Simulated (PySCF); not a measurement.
# (4-Chlorobenzyl)Diphenylphosphine Oxide (C19H16ClOP): Computed beside measured shifts

System: (4-Chlorobenzyl)Diphenylphosphine Oxide (C19H16ClOP), SMILES O=P(Cc1ccc(Cl)cc1)(c1ccccc1)c1ccccc1.

Atom-mapped SMILES (hydrogens are numbered by the atom that bears them): [O:1]=[P:2]([CH2:3][c:4]1[cH:5][cH:6][c:7]([Cl:8])[cH:9][cH:10]1)([c:11]1[cH:12][cH:13][cH:14][cH:15][cH:16]1)[c:17]1[cH:18][cH:19][cH:20][cH:21][cH:22]1

Method: GIAO PBE0/pcSseg-2, gas phase, PySCF SCF with an in-house response code, fitting set def2-universal-JFIT up to Ne and JKFIT beyond, grid level 2, non-relativistic, geometry: PBE0-D3(BJ)/def2-SVP.

One optimised conformer. Values are averaged over the atoms that symmetry or fast rotation interchanges, on this one geometry and without vibrational averaging. Shifts are the reference shielding less the shielding here, at the same level (13C, 1H against isolated TMS; 17O against isolated H2O; 31P against isolated H3PO4); nuclei without a reference have shieldings only.

Task: What shifts does this level give for P2, and how do they compare with measurement?

Result: 
| atom | nucleus | computed / ppm | measured / ppm | computed less measured | measured against | medium of the measurement |
| --- | --- | --- | --- | --- | --- | --- |
| P2 | 31P | -2.8 | 29.5 | -32.3 | 85 % H3PO4 | CDCl3 |

Computed 19F and 31P shifts carry an offset from the reference molecule (CFCl3 is hard for DFT, lone H3PO4 or PH3 isn't the 85 % acid), so differences between compounds are more accurate than the values.

Measured values: supporting information or article, doi 10.1039/d2ra02812c.
